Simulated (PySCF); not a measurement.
Simulation results for ClF2Si, BFH5Si2, AlFH2NSi, F2H3Si2 and others

Calculation on a computer-drawn molecule: the log of a Hartree-Fock and frozen-core CCSD(T) single point meant for a local Hartree-Fock minimum, with one planted fault or none, to be diagnosed. Offsets are logged minus clean, where the clean run is the same molecule without the fault. The reference is restricted for singlets and unrestricted otherwise, and also for a bond in bohr or an excited solution. Adding or removing an electron swaps singlet and doublet. The excited solution moves the top pair (singlet) or top alpha electron (doublet) to the lowest empty orbital. Highest occupied and lowest empty are orbital energies over both spins, largest force is the largest gradient component, triples share is (T) over the correlation energy, the T1 limit is 0.02 restricted and 0.045 unrestricted, electrons count all cores, a negative frequency is imaginary (commonest isotopes), and the dipole is about the centre of nuclear charge. Program: PySCF 2.14.0.

Common to all runs: meant multiplicity 1; logged SCF converged yes; possible faults no fault, one electron removed, one electron added, multiplicity raised by two, geometry at a saddle point, SCF held on an excited solution, minimal basis STO-3G, one bond length entered in bohr, all coordinates scaled.

```json
{"entry": 1, "formula": "ClF2Si", "logged_structure": {"atoms_angstrom": [["F", 0.1431, -3.5573, -0.1977], ["Si", -0.3154, -2.1033, -0.3825], ["F", 0.644, -1.2027, -1.1743], ["Cl", -1.9736, -1.4561, 0.3273]]}, "given": {"meant_charge": 1, "meant_basis": "cc-pV(D+d)Z", "logged_electrons": 48, "logged_basis_functions": 74, "logged_spin_squared": 2.0119, "logged_highest_occupied [eV]": -13.71, "logged_lowest_empty [eV]": -10.869, "logged_largest_force [hartree/bohr]": 0.16453, "logged_T1_diagnostic": 0.069788, "logged_D1_diagnostic": 0.46538, "logged_triples_share": 0.022646, "logged_CC_converged": "yes", "logged_dipole_magnitude [debye]": 5.7092, "logged_SCF_stable_within_its_kind": "yes", "logged_energy_HF [hartree]": -946.9029, "logged_energy_CCSD(T) [hartree]": -947.50783, "drawn_bonds_atom": [1, 2, 2], "drawn_bonds_other_atom": [2, 3, 4], "drawn_bonds_order": [1, 1, 1]}, "results": {"planted_fault": "multiplicity raised by two", "HF_energy_offset_from_clean_run [kcal/mol]": 150.5, "CCSD(T)_energy_offset_from_clean_run [kcal/mol]": 159.5}, "notes": ["T1 above single-reference limit"]}
{"entry": 2, "formula": "ClF2Si", "logged_structure": {"atoms_angstrom": [["F", -0.8237, 1.5811, -1.1214], ["Si", 0.0067, 0.4332, -0.6361], ["F", -0.8258, 0.1317, 0.5718], ["Cl", -0.8611, -0.9983, -1.8625]]}, "given": {"meant_charge": -1, "meant_basis": "aug-cc-pV(D+d)Z", "logged_electrons": 50, "logged_basis_functions": 110, "logged_spin_squared": 0.0, "logged_highest_occupied [eV]": -2.6475, "logged_lowest_empty [eV]": 4.7712, "logged_largest_force [hartree/bohr]": 0.14936, "logged_T1_diagnostic": 0.013455, "logged_D1_diagnostic": 0.032658, "logged_triples_share": 0.025317, "logged_CC_converged": "yes", "logged_dipole_magnitude [debye]": 2.1863, "logged_SCF_stable_within_its_kind": "yes", "logged_energy_HF [hartree]": -947.50892, "logged_energy_CCSD(T) [hartree]": -948.2022, "drawn_bonds_atom": [1, 2, 2], "drawn_bonds_other_atom": [2, 3, 4], "drawn_bonds_order": [1, 1, 1]}, "results": {"planted_fault": "all coordinates scaled, by -9.6 %", "HF_energy_offset_from_clean_run [kcal/mol]": 27.63, "CCSD(T)_energy_offset_from_clean_run [kcal/mol]": 35.36}}
{"entry": 3, "formula": "ClF2Si", "logged_structure": {"atoms_angstrom": [["F", -0.9112, 1.749, -1.2405], ["Si", 0.0074, 0.4792, -0.7036], ["F", -0.9135, 0.1457, 0.6325], ["Cl", -0.9526, -1.1043, -2.0603]]}, "given": {"meant_charge": -1, "meant_basis": "aug-cc-pV(D+d)Z", "logged_electrons": 49, "logged_basis_functions": 110, "logged_spin_squared": 0.7639, "logged_highest_occupied [eV]": -12.561, "logged_lowest_empty [eV]": -1.8511, "logged_largest_force [hartree/bohr]": 0.11997, "logged_T1_diagnostic": 0.017991, "logged_D1_diagnostic": 0.07353, "logged_triples_share": 0.02803, "logged_CC_converged": "yes", "logged_dipole_magnitude [debye]": 3.6912, "logged_SCF_stable_within_its_kind": "yes", "logged_energy_HF [hartree]": -947.45122, "logged_energy_CCSD(T) [hartree]": -948.13005, "drawn_bonds_atom": [1, 2, 2], "drawn_bonds_other_atom": [2, 3, 4], "drawn_bonds_order": [1, 1, 1]}, "results": {"planted_fault": "one electron removed", "HF_energy_offset_from_clean_run [kcal/mol]": 63.84, "CCSD(T)_energy_offset_from_clean_run [kcal/mol]": 80.64}}
{"entry": 4, "formula": "BFH5Si2", "logged_structure": {"atoms_angstrom": [["F", -0.4923, -3.6945, 0.1948], ["Si", 0.6033, -2.7301, -0.3775], ["B", 0.6051, -0.8236, 0.2843], ["Si", 1.5772, -0.19, 1.9984], ["H", 1.5158, -3.437, -1.2745], ["H", -0.0166, -0.0669, -0.3986], ["H", 2.5016, 0.8623, 1.5381], ["H", 0.498, 0.3213, 2.8631], ["H", 2.2973, -1.3146, 2.6247]]}, "given": {"meant_charge": 1, "meant_basis": "cc-pV(D+d)Z", "logged_electrons": 45, "logged_basis_functions": 99, "logged_spin_squared": 0.7649, "logged_highest_occupied [eV]": -23.13, "logged_lowest_empty [eV]": -13.816, "logged_largest_force [hartree/bohr]": 0.082976, "logged_T1_diagnostic": 0.023385, "logged_D1_diagnostic": 0.094682, "logged_triples_share": 0.02436, "logged_CC_converged": "yes", "logged_dipole_magnitude [debye]": 4.8922, "logged_SCF_stable_within_its_kind": "yes", "logged_energy_HF [hartree]": -704.07732, "logged_energy_CCSD(T) [hartree]": -704.56006, "drawn_bonds_atom": [1, 2, 3, 2, 3, 4, 4, 4], "drawn_bonds_other_atom": [2, 3, 4, 5, 6, 7, 8, 9], "drawn_bonds_order": [1, 1, 1, 1, 1, 1, 1, 1]}, "results": {"planted_fault": "one electron removed", "HF_energy_offset_from_clean_run [kcal/mol]": 347.1, "CCSD(T)_energy_offset_from_clean_run [kcal/mol]": 361.9}}
{"entry": 5, "formula": "AlFH2NSi", "logged_structure": {"atoms_angstrom": [["F", -1.3325, -3.1164, 0.687], ["Si", -0.9389, -1.6007, 0.5676], ["N", -2.006, -0.4524, 0.4299], ["Al", -3.2533, 0.645, 0.2904], ["H", 0.5041, -1.4636, 0.6058], ["H", -4.3829, 1.6804, 0.1608]]}, "given": {"meant_charge": 1, "meant_basis": "cc-pV(D+d)Z", "logged_electrons": 45, "logged_basis_functions": 84, "logged_spin_squared": 0.8491, "logged_highest_occupied [eV]": -4.5864, "logged_lowest_empty [eV]": 1.4909, "logged_largest_force [hartree/bohr]": 0.024269, "logged_T1_diagnostic": 0.026097, "logged_D1_diagnostic": 0.095513, "logged_triples_share": 0.029092, "logged_CC_converged": "yes", "logged_dipole_magnitude [debye]": 1.158, "logged_SCF_stable_within_its_kind": "yes", "logged_energy_HF [hartree]": -685.88618, "logged_energy_CCSD(T) [hartree]": -686.41897, "drawn_bonds_atom": [1, 2, 3, 2, 4], "drawn_bonds_other_atom": [2, 3, 4, 5, 6], "drawn_bonds_order": [1, 1, 2, 1, 1]}, "results": {"planted_fault": "one electron added", "HF_energy_offset_from_clean_run [kcal/mol]": -94.02, "CCSD(T)_energy_offset_from_clean_run [kcal/mol]": -107.4}}
{"entry": 6, "formula": "F2H3Si2", "logged_structure": {"atoms_angstrom": [["F", -2.6108, -0.2555, 1.0019], ["Si", -1.5513, -1.3838, 0.746], ["Si", 0.485, -0.7542, -0.4231], ["F", 1.2386, -2.1576, -0.4055], ["H", -2.015, -2.6628, 1.2863], ["H", 0.0562, -0.3548, -1.7601], ["H", 1.1249, 0.2471, 0.4245]]}, "given": {"meant_charge": 1, "meant_basis": "cc-pV(D+d)Z", "logged_electrons": 48, "logged_basis_functions": 89, "logged_spin_squared": 0.0, "logged_highest_occupied [eV]": -12.137, "logged_lowest_empty [eV]": -11.499, "logged_largest_force [hartree/bohr]": 0.082808, "logged_dipole_magnitude [debye]": 3.1339, "logged_SCF_stable_within_its_kind": "no", "logged_energy_HF [hartree]": -777.87528, "drawn_bonds_atom": [1, 2, 3, 2, 3, 3], "drawn_bonds_other_atom": [2, 3, 4, 5, 6, 7], "drawn_bonds_order": [1, 1, 1, 1, 1, 1]}, "results": {"planted_fault": "SCF held on an excited solution", "HF_energy_offset_from_clean_run [kcal/mol]": 267.4}, "notes": ["coupled-cluster numbers left out as unreliable"]}
{"entry": 7, "formula": "F2H3Si2", "logged_structure": {"atoms_angstrom": [["F", -2.6108, -0.2555, 1.0019], ["Si", -1.5513, -1.3838, 0.746], ["Si", 0.485, -0.7542, -0.4231], ["F", 1.2386, -2.1576, -0.4055], ["H", -2.015, -2.6628, 1.2863], ["H", 0.0562, -0.3548, -1.7601], ["H", 1.1249, 0.2471, 0.4245]]}, "given": {"meant_charge": 1, "meant_basis": "cc-pV(D+d)Z", "logged_electrons": 47, "logged_basis_functions": 89, "logged_spin_squared": 0.779, "logged_highest_occupied [eV]": -24.994, "logged_lowest_empty [eV]": -16.183, "logged_largest_force [hartree/bohr]": 0.095754, "logged_T1_diagnostic": 0.026708, "logged_D1_diagnostic": 0.13333, "logged_triples_share": 0.02434, "logged_CC_converged": "yes", "logged_dipole_magnitude [debye]": 1.8034, "logged_SCF_stable_within_its_kind": "yes", "logged_energy_HF [hartree]": -777.67379, "logged_energy_CCSD(T) [hartree]": -778.25775, "drawn_bonds_atom": [1, 2, 3, 2, 3, 3], "drawn_bonds_other_atom": [2, 3, 4, 5, 6, 7], "drawn_bonds_order": [1, 1, 1, 1, 1, 1]}, "results": {"planted_fault": "one electron removed", "HF_energy_offset_from_clean_run [kcal/mol]": 393.8, "CCSD(T)_energy_offset_from_clean_run [kcal/mol]": 396.8}}
{"entry": 8, "formula": "F2HSi", "logged_structure": {"atoms_angstrom": [["F", 2.9641, -1.6249, -1.3403], ["Si", 1.5263, -1.2881, -2.1542], ["F", 0.492, -1.5697, -0.8525], ["H", 1.594, 0.2548, -1.9844]]}, "given": {"meant_charge": -1, "meant_basis": "aug-cc-pV(D+d)Z", "logged_electrons": 34, "logged_basis_functions": 87, "logged_spin_squared": 0.0, "logged_highest_occupied [eV]": -2.3765, "logged_lowest_empty [eV]": 4.8357, "logged_largest_force [hartree/bohr]": 3.0132e-05, "logged_lowest_frequency [cm^-1]": 312.33, "logged_T1_diagnostic": 0.015561, "logged_D1_diagnostic": 0.032441, "logged_triples_share": 0.024585, "logged_CC_converged": "yes", "logged_dipole_magnitude [debye]": 1.5358, "logged_SCF_stable_within_its_kind": "yes", "logged_energy_HF [hartree]": -488.53088, "logged_energy_CCSD(T) [hartree]": -489.0859, "drawn_bonds_atom": [1, 2, 2], "drawn_bonds_other_atom": [2, 3, 4], "drawn_bonds_order": [1, 1, 1]}, "results": {"planted_fault": "no fault", "HF_energy_offset_from_clean_run [kcal/mol]": 0.0, "CCSD(T)_energy_offset_from_clean_run [kcal/mol]": 0.0}}
```
